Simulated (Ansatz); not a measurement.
A search over several starts for the lowest SCF solution of BPH₃F₃⁺, that is B(PF3)H3 with one electron fewer at the given spin, in a small basis.

```yaml
crystal:
  periodic: [false, false, false]
  atoms:
    - {symbol: B, position_ang: [-0.003370, 0.003700, -1.105629]}
    - {symbol: P, position_ang: [0.000462, -0.002351, 0.752622]}
    - {symbol: F, position_ang: [-1.386678, 0.082326, 1.497833]}
    - {symbol: F, position_ang: [0.774348, 1.155677, 1.491858]}
    - {symbol: F, position_ang: [0.623184, -1.252749, 1.484114]}
    - {symbol: H, position_ang: [1.181565, -0.056803, -1.373115]}
    - {symbol: H, position_ang: [-0.541698, 1.061257, -1.370630]}
    - {symbol: H, position_ang: [-0.647793, -0.991058, -1.377053]}
basis:
  gaussian: {orbitals: def2-SVP}
total_charge: 1
magnetization: {spin_polarized: true, initial_magnetization: 1}
hamiltonian: {xc: pbe0, dispersion: d4}
output: {orbitals: {seedname: orbitals}}
```

```sh
$ ansatz run in.yaml --threads 4 --pin off --events-out ev --progress --plain --max-ram 3916MiB
```

Output, abridged:

```
Functional definition: PBE0
835 factors; integrals over basis functions are off by at most 1.3e-3 eV
mean field evaluation 1: about -18123.8345 eV, gradient 5.1e1 eV
mean field evaluation 2: about -18097.5841 eV, gradient 9.7e1 eV
mean field evaluation 4: about -18131.9094 eV, gradient 3.2e0 eV
mean field evaluation 8: about -18132.1008 eV, gradient 6.7e-1 eV
mean field evaluation 16: about -18132.1109 eV, gradient 5.9e-2 eV
mean field evaluation 32: about -18132.1112 eV, gradient 2.2e-4 eV
mean field evaluation 64: about -18132.0647 eV, gradient 2.5e-1 eV
mean field evaluation 96: about -18132.0657 eV, gradient 2.3e0 eV
mean field -18132.11164360 eV, -666.3428125156 hartree, gradient 3.7e-6 eV, S^2 0.757844; 8 other end points of the search recorded, 0 dependent functions left out
reference -18132.11166256 eV, -666.3428132123 hartree; 25, 24 occupied and 64, 65 virtual orbitals, 835 factors
Total energy: -18132.21461250 eV, -666.3465965529 hartree
```

It took 40 s on 4 threads of Intel Xeon on a shared host.
